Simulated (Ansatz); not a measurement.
```xyz
5

C     0.0000   -0.4388   -0.1021
O     0.0000   -0.3914    1.1886
O     0.0000    0.7063   -0.9726
H     0.0000   -1.4441   -0.7560
H     0.0000    1.5580   -0.3598
```

Basis set: 6-31G* (spherical functions). Left uncorrelated: 3 orbitals. Charge 0, multiplicity 1.

Computed with Ansatz (development build ahead of 0.2.0); each method stands on the lowest determinant of its kind that the runs found. Restricted open shells among the atoms or ions are ROHF, correlated in semicanonical orbitals with singles.

The atomization energy at this shape (free ground-state atoms in the same class of orbitals less the molecule, no zero-point energy) of singlet CH₂O₂:

```csv
method,atomization energy
RHF-MP2,19.78 eV
```

Problem. What does RHF give?

Solution. 13.13 eV. Caution: the shape is not the minimum.
